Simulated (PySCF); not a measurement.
SMILES [F][SnH], singlet, PBE0/def2-SVP optimised geometry.

```
3

Sn    -0.83    -0.98     0.00
H      0.97    -0.98     0.00
F     -0.97     0.98     0.00
```

Density from PBE0/def2-TZVP, def2 effective core potentials past Kr run with PySCF at that geometry. The core electrons that the potentials of Sn replace are not part of the density.

Minimum of the electron density along straight lines between bonded atoms, close to the bond critical point (lines longer than 1.1 times the sum of covalent radii, or with two minima, are not listed):

| bond | length / Å | ρ at the minimum / e bohr⁻³ | ∇²ρ there / e bohr⁻⁵ | position (fraction from the first atom) |
|---|---|---|---|---|
| Sn1–H2 | 1.795 | ___ | ___ | 0.62 |
| Sn1–F3 | 1.960 | 0.111 | ___ | 0.52 |

Q: Complete the blanks.

A: 
- Sn1–H2, ρ at the minimum / e bohr⁻³: 0.100
- Sn1–H2, ∇²ρ there / e bohr⁻⁵: 0.06
- Sn1–F3, ∇²ρ there / e bohr⁻⁵: 0.54
